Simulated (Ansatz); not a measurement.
A run for Ansatz (a first-principles code): R-CCSD(T)/def2-TZVPP on H5NSn (SMILES [NH2][SnH3]), a point of a bond scan (R = 1.709 Å). Elements past Kr take the def2 small-core potentials; no spin–orbit coupling. The run froze 10 orbitals, filled d shells among them.

Ansatz 0.2 input:
```yaml
crystal:
  periodic: [false, false, false]
  atoms:
    - {symbol: Sn, position_ang: [-0.28215657, 0.02775224, 0.02377762]}
    - {symbol: N, position_ang: [1.74303182, -0.14346269, -0.23754058]}
    - {symbol: H, position_ang: [-0.98598534, -1.02540252, -1.12314122]}
    - {symbol: H, position_ang: [-0.65127624, 1.66593101, -0.29253503]}
    - {symbol: H, position_ang: [-0.81069646, -0.39503089, 1.60666677]}
    - {symbol: H, position_ang: [2.08100846, -1.08855163, -0.09745354]}
    - {symbol: H, position_ang: [2.27355521, 0.45968091, 0.38036592]}
basis:
  gaussian:
    orbitals: def2-TZVPP
    pivot_positions_ang: [[-0.28215657, 0.02775224, 0.02377762], [1.74303182, -0.14346269, -0.23754058], [-0.98598534, -1.02540252, -1.12314122], [-0.65127624, 1.66593101, -0.29253503], [-0.81069646, -0.39503089, 1.60666677], [2.08100846, -1.08855163, -0.09745354], [2.27355521, 0.45968091, 0.38036592]]
magnetization: {spin_polarized: false}
correlation: {method: ccsd_t, electrons: outside_noble_gas}
scf: {lower_state_search: off}
output: {orbitals: {seedname: ./end}}
```

The head of its log:

```
WARN ansatz: RAYON_NUM_THREADS=1 ignored (pool sized by the plan → 1); use --threads N
Functional definition: HF
these checks for a lower state are left out or cut short: stability, starts, cluster_reference, orbital_swaps, neighbouring_geometries, increment
integrals: 0.36 GiB planned
1163 factors; integrals over basis functions are off by at most 2.8e-4 eV
mean field: 0.40 GiB planned
mean field evaluation 1: about -7363.6138 eV, gradient 3.6e1 eV
mean field evaluation 2: about -7363.7125 eV, gradient 3.6e1 eV
mean field evaluation 4: about -7366.4587 eV, gradient 2.5e0 eV
mean field evaluation 8: about -7366.4913 eV, gradient 1.2e-1 eV
mean field -7366.49133772 eV, -270.7135634739 hartree, gradient 2.4e-6 eV, S^2 0.000000; 0 other end points of the search recorded, 0 dependent functions left out
10 core orbitals not correlated
reference -7366.49133772 eV, -270.7135634739 hartree; 7, 7 occupied and 134, 134 virtual orbitals, 1163 factors
```

Question: Predict the final total energy.

Answer: -271.0970 hartree (reference determinant -270.7136, T1 diagnostic 0.010).
